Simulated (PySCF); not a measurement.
## How methods differ on the excitation energy of B+

B+ [He] 2s2 (1S) → B+ [He] 2p2 (3P), as a difference of total energies. Calculation: PySCF 2.14, in def2-TZVPPD; no relativity, point nucleus. Correlated levels: valence and next inner shell: nothing frozen. The calculations carry no spin-orbit coupling.

```tsv
method	excitation energy (eV)
UHF	10.940
MP2 (valence and next inner shell)	11.691
SCS-MP2 (valence and next inner shell)	12.016
CCSD (valence and next inner shell)	12.253
CCSD(T) (valence and next inner shell)	12.259
```

Problem. How much does correlation contribute at CCSD(T) (valence and next inner shell)?

Solution. 12.259 − (10.940) = 1.319 eV, measured against UHF.

Errors of the correlated levels include the incompleteness of this basis.

For comparison: 12.265 eV (measured; NIST levels, between the centres of gravity of the two terms).
